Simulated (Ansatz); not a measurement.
Molecule: CH₃Cl₂Ga (charge 0, singlet). 
Geometry from a B3LYP-D3(BJ)/def2-TZVP (Ansatz, a program for electronic structure) optimisation:
```
Ga
C 1 1.9567
H 2 1.0883 1 109.96
H 2 1.0885 3 110.41 1 121.38
H 2 1.0907 3 108.99 4 119.50
Cl 1 2.1544 2 123.10 3 -27.16
Cl 1 2.1545 2 122.98 3 153.51
```
Charge 0, spin multiplicity 1.

Dipole moments at this geometry, in debye (magnitudes).

| level | program | dipole (D) |
|---|---|---|
| SVWN5/def2-TZVPD | Ansatz | 2.88 |
| PBE/def2-TZVPD | Ansatz | 2.83 |
| r2SCAN/def2-TZVPD | Ansatz | 2.87 |
| B97M-V/def2-TZVPD | Ansatz | 2.84 |
| B3LYP/def2-TZVPD | Ansatz | ___ |
| PBE0/def2-TZVPD | Ansatz | 2.88 |
| BHLYP/def2-TZVPD | Ansatz | 2.92 |
| r2SCAN0/def2-TZVPD | Ansatz | 2.90 |
| HSE06/def2-TZVPD | Ansatz | 2.88 |
| CAM-B3LYP/def2-TZVPD | Ansatz | 2.91 |
| LC-wPBE/def2-TZVPD | Ansatz | 2.90 |
| wB97M-V/def2-TZVPD | Ansatz | 2.85 |
| CCSD(T)/def2-SVPD | Ansatz | ___ |

Task: Some entries are withheld; supply them.

Result: 
- B3LYP/def2-TZVPD, dipole (D): 2.88
- CCSD(T)/def2-SVPD, dipole (D): 2.74
